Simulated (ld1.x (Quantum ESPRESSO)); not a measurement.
**Pseudopotential generation for Pm: RRKJ, PBEsol, scalar-relativistic.**

ld1.x (Quantum ESPRESSO) 7.5 input, shortened:

```
&input
   title='Pm', zed=61., rel=1, dft='PBESOL', iswitch=3,
   config='[Xe] 4f4 5d1 6s2 6p0'
 /
 &inputp
   pseudotype=2, tm=.false., rho0=0.02, lloc=0,
   nlcc=.true., rcore=1.30
 /
3
6P  2  1   0.00   0.00  4.20  4.20  0.0
5D  3  2   1.00   0.00  2.65  2.65  0.0
6S  1  0   2.00   0.00  3.75  3.75  0.0
 &test
   configts(1)='5d1 6s2 6p0'
 /
```

All-electron outer shells of the reference configuration (PBEsol, scalar-relativistic, ld1.x):

```json
{"shell": "5p", "level (eV)": "-25.35", "outermost node (bohr)": "0.75", "outermost maximum (bohr)": "1.44"}
{"shell": "4f", "level (eV)": "-7.52", "outermost node (bohr)": "–", "outermost maximum (bohr)": "0.62"}
{"shell": "6s", "level (eV)": "-3.96", "outermost node (bohr)": "1.70", "outermost maximum (bohr)": "3.54"}
{"shell": "5d", "level (eV)": "-2.86", "outermost node (bohr)": "0.85", "outermost maximum (bohr)": "2.04"}
{"shell": "6p", "level (eV)": "-1.32", "outermost node (bohr)": "2.03", "outermost maximum (bohr)": "4.72"}
```

Question: Is a potential produced?

Answer: No. ld1.x (Quantum ESPRESSO) 7.5 stopped with "compute_phi: phi has nodes before r_c": the RRKJ expansion in Bessel functions gave a pseudo-wave with a node inside its radius. Before that it printed "This function has    1 nodes for 0 < r <    4.217".
